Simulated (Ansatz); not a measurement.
Reaction (hydrogenolysis of the Sn–As bond): `[F][SnH2][AsH2]` + H₂ → `[F][SnH3]` + arsine

Program: Ansatz. Geometries: PBE0-D4/def2-TZVP. ΔE: electronic, gas phase. CCSD(T)/CBS is the MP2 limit (def2-TZVPP, def2-QZVPP) plus CCSD(T) − MP2 in def2-TZVPP, frozen cores. This one scheme is used for every species. Functionals use def2-TZVPP. Elements past krypton have def2 core potentials. For As, Sn outer-core shells are correlated without core-valence functions, which leaves a few kJ/mol of doubt a bond. Scalar relativity is left out up to krypton.

(1) Is it downhill or uphill in electronic energy at CCSD(T)/CBS, and by how much? (Estimate.)

(2) What do these levels give: LDA (SPW92), r2SCAN0-D4, B2PLYP, revPBE, LC-ωPBE, RPA@PBE/def2-TZVPP? (An estimate is asked.)

Largest T1 diagnostic among the species: 0.014.

Results:

(1) Computed: Uphill: ΔE = +10.9 kcal/mol.

(2) Ansatz gave: LDA (SPW92) 9.2, r2SCAN0-D4 9.6, B2PLYP 8.7, revPBE 9.8, LC-ωPBE 6.5, RPA@PBE/def2-TZVPP 6.8 kcal/mol.

From PBE to PBE0 (25 % exact exchange), in def2-TZVPP and without D4, ΔE moves by −1.1 kcal/mol. The D4 term adds +2.0 kcal/mol with B3LYP and +1.1 kcal/mol with PBE0; it sums over pairs of atoms, weighted by their polarisabilities, and B3LYP, whose exchange is more repulsive, gets the larger term.

B3LYP here is the variant with VWN-RPA as its local correlation; programs differ in this.
